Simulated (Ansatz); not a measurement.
Process, species as SMILES: [BH2] (BH2) → B atom + 2 H atom
B3LYP-D3(BJ)/def2-TZVP geometries, fixed; electronic energies without zero-point terms.

Basis-set convergence of the atomisation energy at MP2 with Ansatz (a first-principles code). Cartesian d functions, on some or all atoms, in 6-31G*, 6-31+G*; all else is spherical. Cores are frozen. Open shells are unrestricted. No added dispersion term, no relativity. Functions are those of the species that has most. Reference: Hartree-Fock in aug-cc-pVQZ plus the correlation part extrapolated as X^-3 from aug-cc-pVTZ and aug-cc-pVQZ, 170.49 kcal/mol, itself unsure by roughly 0.42 kcal/mol (a third of the extrapolation step and of the last Hartree-Fock step). Deviations are taken from unrounded values.

```tsv
basis	functions	atomisation energy (kcal/mol)
6-31G*	19	156.28
6-31+G*	23	155.10
cc-pVDZ	24	159.52
aug-cc-pVDZ	41	160.67
def2-SVP	24	164.68
def2-SVPD	36	165.45
pcseg-1	24	162.58
aug-pcseg-1	41	163.03
6-311G**	30	162.62
6-311+G**	34	162.57
def2-TZVP	43	164.74
def2-TZVPD	55	164.99
cc-pVTZ	58	167.50
aug-cc-pVTZ	92	167.97
pcseg-2	58	168.99
aug-pcseg-2	92	169.23
def2-TZVPP	59	167.93
def2-TZVPPD	71	167.99
cc-pVQZ	115	169.38
aug-cc-pVQZ	172	169.56
def2-QZVPP	117	169.44
def2-QZVPPD	129	169.47
pcseg-3	126	170.17
aug-pcseg-3	183	170.24
```

What the diffuse functions change, pair by pair:
- 6-31G* to 6-31+G*: 4 more functions, deviation -14.21 to -15.38 kcal/mol
- cc-pVDZ to aug-cc-pVDZ: 17 more functions, deviation -10.97 to -9.82 kcal/mol
- def2-SVP to def2-SVPD: 12 more functions, deviation -5.80 to -5.04 kcal/mol
- pcseg-1 to aug-pcseg-1: 17 more functions, deviation -7.91 to -7.45 kcal/mol
- 6-311G** to 6-311+G**: 4 more functions, deviation -7.87 to -7.92 kcal/mol
- def2-TZVP to def2-TZVPD: 12 more functions, deviation -5.75 to -5.50 kcal/mol
- cc-pVTZ to aug-cc-pVTZ: 34 more functions, deviation -2.99 to -2.52 kcal/mol
- pcseg-2 to aug-pcseg-2: 34 more functions, deviation -1.50 to -1.26 kcal/mol
- def2-TZVPP to def2-TZVPPD: 12 more functions, deviation -2.56 to -2.50 kcal/mol
- cc-pVQZ to aug-cc-pVQZ: 57 more functions, deviation -1.11 to -0.93 kcal/mol
- def2-QZVPP to def2-QZVPPD: 12 more functions, deviation -1.05 to -1.02 kcal/mol
- pcseg-3 to aug-pcseg-3: 57 more functions, deviation -0.31 to -0.24 kcal/mol

Leaving out the reference's own pair, they bring the value nearer the reference by more than 0.42 kcal/mol in 4 of 11 pairs.
